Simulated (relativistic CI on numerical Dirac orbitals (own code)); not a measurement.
# Slater and spin-orbit integrals, Cs45+

These numbers are calculated, not measured: Dirac-Coulomb-Breit CI, orbitals from a KLI potential per configuration, model QED (radiative potential, 1s self-energy scaled to tabulated hydrogen-like ionisation energies), unscaled Slater integrals (own radial code, finite nucleus).

Slater integrals F^k, G^k are unscaled and averaged over j, outside the closed core 1s2; ζ comes from projecting the Hamiltonian with its Breit term on Σ l·s of the shell.

- 2s2.2p5.3s: ζ(2p) = 1.9467e+06, G^1(2p,3s) = 103830 cm⁻¹; <r>(2p) = 0.09503, <r^2>(2p) = 0.01097, <r>(3s) = 0.2601, <r^2>(3s) = 0.07711 (bohr units).
- 2s2.2p5.3p: ζ(2p) = 1.9459e+06, F^2(2p,3p) = 272860, G^0(2p,3p) = 108010, G^2(2p,3p) = 119220, ζ(3p) = 519720 cm⁻¹; <r>(2p) = 0.09508, <r^2>(2p) = 0.01099, <r>(3p) = 0.2509, <r^2>(3p) = 0.07273 (bohr units).
- 2s2.2p5.3d: ζ(2p) = 1.9476e+06, F^2(2p,3d) = 361560, G^1(2p,3d) = 343870, G^3(2p,3d) = 199030, ζ(3d) = 73109 cm⁻¹; <r>(2p) = 0.09509, <r^2>(2p) = 0.01099, <r>(3d) = 0.2192, <r^2>(3d) = 0.05523 (bohr units).

Averages of the first 10 configurations, taken without configuration mixing, which lowers the lowest level and can move excited configurations by several eV; other configurations of the list can lie among them:

```tsv
Configuration	Parity	States	Average energy above the lowest level (eV)
2s2.2p6	even	1	0.1
2s2.2p5.3s	odd	12	4506.9
2s2.2p5.3p	even	36	4667.8
2s2.2p5.3d	odd	60	4830.4
2s.2p6.3s	even	4	5069.3
2s.2p6.3p	odd	12	5226.7
2s.2p6.3d	even	20	5389.0
2s2.2p5.4s	odd	12	6143.5
2s2.2p5.4p	even	36	6209.8
2s2.2p5.4d	odd	60	6273.2
```
